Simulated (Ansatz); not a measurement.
`OB(Cl)O[SiH3]` + `C[SiH3]` → `OB(Cl)C[SiH3]` + `O[SiH3]`  (formal exchange of groups at a B–O bond)

Computed with Ansatz on PBE0-D4/def2-TZVP structures; ΔE is electronic, products minus reactants. CCSD(T)/CBS is the MP2 limit (def2-TZVPP, def2-QZVPP) plus CCSD(T) − MP2 in def2-TZVPP, frozen cores. This one scheme is used for every species. Functionals use def2-TZVPP. Each species was taken in one conformer, which may not be the lowest.

```tsv
level	ΔE (kcal/mol)	difference from CCSD(T)/CBS
revPBE-D4	23.8	-1.8
r2SCANh-D4	26.3	0.7
BHLYP-D4	28.2	2.6
PBE	24.5	-1.1
BLYP	27.1	1.5
PBE0	25.3	-0.3
r2SCANh	26.4	0.8
CAM-B3LYP	28.1	2.5
HF/def2-SVP	33.0	7.4
MP2/def2-SVP	29.2	3.6
CCSD/def2-SVP	29.9	4.3
CCSD(T)/def2-SVP	29.5	3.9
SCS-MP2/def2-TZVPP	26.3	0.7
CCSD/def2-TZVPP	26.6	1.0
CCSD(T)/def2-TZVPP	26.0	0.4
CCSD/CBS(def2)	26.2	0.6
CCSD(T)/CBS	25.6	0
```

Task: What do rigid-rotor, harmonic-oscillator terms from PBE0-D4/def2-TZVP frequencies (298.15 K, 1 bar) make of the CCSD(T)/CBS value? (An estimate is asked.)

Result: The calculation gave: ΔZPE = -0.2 kcal/mol, ΔH = +25.4 kcal/mol, ΔS = 9 J/(mol·K), ΔG = +24.8 kcal/mol. Modes under 50 cm⁻¹ make the entropy rough.

Largest T1 diagnostic among the species: 0.012.

In def2-TZVPP, CCSD(T) changes the Hartree–Fock value by −4.9 kcal/mol (the triples alone add −0.6 kcal/mol) and MP2 by −5.6 kcal/mol. At CCSD(T), def2-SVP lies +3.9 kcal/mol from the extrapolated value and def2-TZVPP +0.4 kcal/mol. Leaving LDA and LC-ωPBE aside and taking each functional with its dispersion term where it has one, the values spread over 4.4 kcal/mol, from revPBE-D4 to BHLYP-D4.
